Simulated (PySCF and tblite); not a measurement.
Results of a calculation; reference values are marked as such.
Stationary points of C₅H₁₃GaSSi at GFN2-xTB, in Å:

Structure A

```
 1 C     2.498   -0.783    1.063
 2 S     2.402    0.107   -0.518
 3 C     0.783   -0.490   -1.137
 4 C    -0.349    0.202   -0.375
 5 C    -1.604    0.430   -1.253
 6 Si   -2.728   -0.095    0.192
 7 C    -0.989   -0.641    0.756
 8 Ga    0.687    1.837    0.323
 9 H     3.442   -0.503    1.521
10 H     2.486   -1.849    0.861
11 H     1.668   -0.497    1.709
12 H     0.781   -1.582   -1.081
13 H     0.780   -0.191   -2.188
14 H    -1.693    1.446   -1.647
15 H    -1.638   -0.257   -2.102
16 H    -3.716   -1.145   -0.051
17 H    -3.288    1.013    0.970
18 H    -0.794   -1.710    0.650
19 H    -0.683   -0.343    1.766
20 H     1.048    1.942    1.855
21 H     0.899    3.123   -0.549
```

Structure B

```
 1 C     3.243   -0.501    0.145
 2 S     1.780   -0.658    1.213
 3 C     0.494   -1.108   -0.024
 4 C    -0.543    0.012   -0.045
 5 C    -1.395    0.049   -1.333
 6 Si   -2.946    0.432   -0.292
 7 C    -1.674   -0.168    0.996
 8 Ga    0.610    1.575    0.627
 9 H     4.064   -0.184    0.781
10 H     3.061    0.244   -0.630
11 H     3.464   -1.472   -0.288
12 H     0.090   -2.083    0.263
13 H     1.002   -1.201   -0.986
14 H    -1.058    0.774   -2.077
15 H    -1.432   -0.931   -1.816
16 H    -4.135   -0.393   -0.501
17 H    -3.271    1.859   -0.209
18 H    -1.801   -1.208    1.303
19 H    -1.546    0.433    1.906
20 H     0.190    2.300    1.953
21 H     1.765    2.269   -0.210
```

Structure C

```
 1 C     3.317   -1.181    0.501
 2 S     2.098    0.178    0.343
 3 C     0.708   -0.607   -0.550
 4 C    -0.516    0.252   -0.249
 5 C    -1.565    0.277   -1.385
 6 Si   -2.960    0.184   -0.089
 7 C    -1.400   -0.285    0.901
 8 Ga    0.234    2.057    0.414
 9 H     4.175   -0.771    1.020
10 H     3.601   -1.518   -0.491
11 H     2.877   -1.989    1.077
12 H     0.614   -1.639   -0.202
13 H     0.953   -0.607   -1.615
14 H    -1.505    1.153   -2.036
15 H    -1.494   -0.612   -2.015
16 H    -3.984   -0.846   -0.259
17 H    -3.539    1.484    0.267
18 H    -1.272   -1.357    1.066
19 H    -1.238    0.222    1.861
20 H     0.016    2.425    1.936
21 H     0.882    3.181   -0.496
```

The path came from a restrained scan, a climbing-image band and a saddle search at GFN2-xTB; energies are PBE0/pcSseg-1 + D3(BJ)//GFN2-xTB, thermal terms GFN2-xTB.

Question: Which structure is a saddle point, and along which motion?

Answer: C: one imaginary mode (94i cm⁻¹ at GFN2-xTB, mostly on S2, C1), along the pyramidal inversion at S2.

Question: Give their symmetry and energies above the lowest.

Answer: A C1, 0.0 kcal/mol; B C1, 1.6 kcal/mol; C C1, 12.2 kcal/mol.

Spin–orbit effects of heavy atoms on shieldings are missing.
